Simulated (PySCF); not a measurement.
# How the method changes the shape and vibrations of AlBH4O

These are calculations, not measurements. They come from PySCF 2.14.0, an open-source quantum chemistry program, on an isolated molecule that a program drew, which may never have been made. The molecule is AlBH4O (charge 0, singlet), drawn as the SMILES string `O[BH][AlH2]`.

The geometry was optimised and harmonic frequencies were computed with HF and MP2, all in the cc-pV(D+d)Z basis, for the commonest isotopes, with a restricted reference for singlets and an unrestricted one otherwise, and a frozen core in MP2. Each result is a local minimum of its method.

Geometry at the HF minimum:
```xyz
7
AlBH4O, angstrom
O    -1.8624   -1.9983    3.0897
B    -1.1154   -1.2578    2.2315
Al   -2.1277    0.1985    0.9860
H    -1.3607   -2.6146    3.6038
H     0.0822   -1.4572    2.2134
H    -2.3370    1.7007    1.4622
H    -2.6791   -0.1786   -0.4566
```

Lengths of the bonds as drawn, in Å (atoms numbered as above):
```
bond,HF,MP2
O1-B2,1.358,1.373
B2-Al3,2.167,2.159
O1-H4,0.947,0.969
B2-H5,1.214,1.220
Al3-H6,1.590,1.589
Al3-H7,1.590,1.589
```

Rotational constants, in GHz:
```
constant     HF    MP2
       A  39.01  38.44
       B  4.172  4.181
       C  3.988   3.99
```

Harmonic frequencies in cm^-1, each column in rising order, so a row needn't be the same motion in every method:
| rank | HF | MP2 |
|---|---|---|
| 1 | 90 | 82 |
| 2 | 205 | 194 |
| 3 | 357 | 344 |
| 4 | 515 | 505 |
| 5 | 640 | 620 |
| 6 | 642 | 632 |
| 7 | 851 | 817 |
| 8 | 923 | 904 |
| 9 | 1068 | 1017 |
| 10 | 1268 | ? |
| 11 | 1366 | 1326 |
| 12 | 1945 | 1936 |
| 13 | 1956 | 1936 |
| 14 | 2584 | 2549 |
| 15 | 4134 | 3819 |

**Estimate the missing MP2 frequency from the HF column.**

A single factor s that minimises the squared misfit of MP2 against s times HF over the other rows is sum(HF x MP2) / sum(HF^2) = 0.9560, with an rms misfit of 50 cm^-1. For rank 10 it gives 0.9560 x 1268 = 1212 cm^-1. The calculation gives 1200 cm^-1, 12 cm^-1 below the estimate. The drawn bonds are on average 0.6 % longer in MP2 than in HF.
